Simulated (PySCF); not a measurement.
Geometry (Å), atoms numbered from 1 in this order:
```xyz
12

Si   -0.8959   -1.4666    0.0448
Si    0.3385    0.4477    0.5765
P    -0.6589    2.3970   -0.0011
P     2.4177    0.4903   -0.3181
Cl    0.5620    0.4618    2.6521
H    -1.0906   -1.5131   -1.4384
H    -0.1576   -2.6915    0.4798
H    -2.2319   -1.4200    0.7133
H    -1.9588    1.9419    0.3830
H    -0.8185    1.9723   -1.3596
H     2.6373   -0.9025   -0.0807
H     1.9096    0.2715   -1.6393
```

Geometry: PBE0-D3(BJ)/def2-SVP; GIAO absolute shieldings from PySCF 2.14.0 with density-fitted response routines, gas phase, non-relativistic, averaged over equivalent atoms.

At PBE0/pcSseg-0 (79 basis functions, 6.9 s wall time on 1 thread of an Arm Neoverse V1, shared host):
```
         atoms  σ (ppm)
           Si2    314.7
           Si1    478.1
         P3/P4    596.3
           Cl5   1031.1
      H6/H7/H8    29.01
H9/H10/H11/H12    30.70
```

Estimate the result of repeating the calculation with HF/pcSseg-1.

Answers


```json
{"atoms": "Si2", "σ at HF/pcSseg-1": "360.6", "change": "+45.9"}
{"atoms": "Si1", "σ at HF/pcSseg-1": "470.0", "change": "-8.1"}
{"atoms": "P3/P4", "σ at HF/pcSseg-1": "593.8", "change": "-2.5"}
{"atoms": "Cl5", "σ at HF/pcSseg-1": "1029.5", "change": "-1.6"}
{"atoms": "H6/H7/H8", "σ at HF/pcSseg-1": "28.14", "change": "-0.87"}
{"atoms": "H9/H10/H11/H12", "σ at HF/pcSseg-1": "29.99", "change": "-0.71"}
```

The largest change is at Si2 (silicon bonded to Cl, 2 P, Si). Cost: 155 basis functions, 9.8 s wall time on 1 thread of an Arm Neoverse V1, shared host.
